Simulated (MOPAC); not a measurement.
Input file for MOPAC: PM7 on FH3PbSi (SMILES [F][Pb][SiH3]), a point of a torsion scan.

```
PM7 1SCF PRECISE CHARGE=0 THREADS=1
FH3PbSi

F      2.70706070 1     0.78238469 1    -0.04967373 1
Pb     1.78734717 1    -1.12449252 1     0.02905247 1
Si    -0.68869317 1    -0.06950576 1     0.00706283 1
H     -1.02568324 1     0.74234646 1    -1.16199522 1
H     -1.02946007 1     0.77415090 1     1.15285039 1
H     -1.74721235 1    -1.09347521 1     0.02075350 1
```

Program output:

```
*******************************************************************************
 **                                                                           **
 **                              MOPAC v23.2.5                                **
 **                                                                           **
 *******************************************************************************
 ** MOPAC's Digital Object Identifier: https://doi.org/10.5281/zenodo.6511958 **
 **                                                                           **
 ** Please cite the open-source release paper for use of this MOPAC version:  **
 ** J. E. Moussa and J. J. P. Stewart (2026)                                  **
 ** MOPAC: An open-source semiempirical molecular orbital program             **
 ** J. Open Source Softw., 11(119), 8025, https://doi.org/10.21105/joss.08025 **
 *******************************************************************************

                              PM7 CALCULATION RESULTS

 *******************************************************************************
 *  PM7        - The PM7 Hamiltonian to be used
 *
 *
 *
 *                 CHARGE ON SYSTEM = 0
 *
 *
 *
 *  PRECISE    - TIGHTER CRITERIA TO BE USED
 *  1SCF       - DO 1 SCF AND THEN STOP
 *  THREADS=1  - MULTI-THREADING NOT USED
 *  T=         - A TIME OF 172800.0 SECONDS REQUESTED
 *  DUMP=N     - RESTART FILE WRITTEN EVERY 7200.0 SECONDS REQUESTED
 *******************************************************************************
PM7 1SCF PRECISE CHARGE=0 THREADS=1
 FH3PbSi

   ATOM   CHEMICAL          X               Y               Z
  NUMBER   SYMBOL      (ANGSTROMS)     (ANGSTROMS)     (ANGSTROMS)

     1       F          2.70706070  *   0.78238469  *  -0.04967373  *
     2      Pb          1.78734717  *  -1.12449252  *   0.02905247  *
     3      Si         -0.68869317  *  -0.06950576  *   0.00706283  *
     4       H         -1.02568324  *   0.74234646  *  -1.16199522  *
     5       H         -1.02946007  *   0.77415090  *   1.15285039  *
     6       H         -1.74721235  *  -1.09347521  *   0.02075350  *



          CARTESIAN COORDINATES

    NO.       ATOM           X           Y           Z

     1         F          2.7071      0.7824     -0.0497
     2        Pb          1.7873     -1.1245      0.0291
     3        Si         -0.6887     -0.0695      0.0071
     4         H         -1.0257      0.7423     -1.1620
     5         H         -1.0295      0.7742      1.1529
     6         H         -1.7472     -1.0935      0.0208

 General Reference for PM7:
 "Optimization of Parameters for Semiempirical Methods VI: More Modifications to the
 NDDO Approximations and Re-optimization of Parameters", J. J. P. Stewart, J. Mol. Mod., 1:32, 19 (2013)
 https://link.springer.com/article/10.1007/s00894-012-1667-x

           Empirical Formula: H3 F Pb Si  =     6 atoms



      MOLECULAR POINT GROUP   :   Cs


      RHF CALCULATION, NO. OF DOUBLY OCCUPIED LEVELS = 9


 -------------------------------------------------------------------------------
 PM7 1SCF PRECISE CHARGE=0 THREADS=1
 FH3PbSi



     1SCF WAS SPECIFIED, SO BFGS WAS NOT USED
     SCF FIELD WAS ACHIEVED


                              PM7 CALCULATION
                                                       MOPAC v23.2.5 Linux




          FINAL HEAT OF FORMATION =        -15.13862 KCAL/MOL =     -63.33998 KJ/MOL


          COSMO AREA              =        126.76 SQUARE ANGSTROMS
          COSMO VOLUME            =        118.73 CUBIC ANGSTROMS

          IONIZATION POTENTIAL    =          8.694077 EV
          HOMO LUMO ENERGIES (EV) =         -8.694 -1.179
          NO. OF FILLED LEVELS    =          9
          MOLECULAR WEIGHT        =        257.3076         POINT GROUP:  Cs

          MOLECULAR DIMENSIONS (Angstroms)

            Atom       Atom       Distance
            H     6    F     1     4.83367
           Pb     2    H     4     3.06478
           Pb     2    H     5     2.13627


          SCF CALCULATIONS        =          1





   ATOM   CHEMICAL          X               Y               Z
  NUMBER   SYMBOL      (ANGSTROMS)     (ANGSTROMS)     (ANGSTROMS)

     1       F          2.70706070  *   0.78238469  *  -0.04967373  *
     2      Pb          1.78734717  *  -1.12449252  *   0.02905247  *
     3      Si         -0.68869317  *  -0.06950576  *   0.00706283  *
     4       H         -1.02568324  *   0.74234646  *  -1.16199522  *
     5       H         -1.02946007  *   0.77415090  *   1.15285039  *
     6       H         -1.74721235  *  -1.09347521  *   0.02075350  *

                             CARTESIAN COORDINATES

   1    F        2.707060700     0.782384690    -0.049673730
   2   Pb        1.787347170    -1.124492520     0.029052470
   3   Si       -0.688693170    -0.069505760     0.007062830
   4    H       -1.025683240     0.742346460    -1.161995220
   5    H       -1.029460070     0.774150900     1.152850390
   6    H       -1.747212350    -1.093475210     0.020753500


           Empirical Formula: H3 F Pb Si  =     6 atoms



      MOLECULAR POINT GROUP   :   Cs


                  EIGENVALUES
 -35.46434 -19.85443 -17.07188 -12.83282 -12.74373 -12.53230 -12.52992 -11.71207
  -8.69408  -1.17871  -0.32528   0.17635   2.19332   2.26631   7.75500  20.36436
  20.46636  21.25896  21.39825  21.53019


              NET ATOMIC CHARGES AND DIPOLE CONTRIBUTIONS

  ATOM NO.   TYPE          CHARGE      No. of ELECS.   s-Pop       p-Pop       d-Pop
    1          F          -0.564487        7.5645     1.99173     5.57276
    2         Pb           0.620495        3.3795     1.84122     1.53829
    3         Si          -0.114144        4.1141     0.91734     3.05331     0.14349
    4          H           0.024689        0.9753     0.97531
    5          H           0.024112        0.9759     0.97589
    6          H           0.009335        0.9907     0.99067
 DIPOLE           X         Y         Z       TOTAL
 POINT-CHG.    -1.954    -5.306     0.214     5.659
 HYBRID        -0.131     0.593    -0.021     0.608
 SUM           -2.085    -4.713     0.193     5.157


          ATOMIC ORBITAL ELECTRON POPULATIONS

     Atom    s        px        py        pz      x^2-y^2     xz        z^2       yz        xy
    1  F   1.99173   1.91912   1.67232   1.98131
    2 Pb   1.84122   0.91890   0.59927   0.02012
    3 Si   0.91734   0.97410   1.02904   1.05017   0.02940   0.00380   0.03447   0.02459   0.05123
    4  H   0.97531
    5  H   0.97589
    6  H   0.99067

 **********************
 *                    *
 * JOB ENDED NORMALLY *
 *                    *
 **********************




 == MOPAC DONE ==
```

The run finished.

Cost: around 0.03 core-seconds (rough).
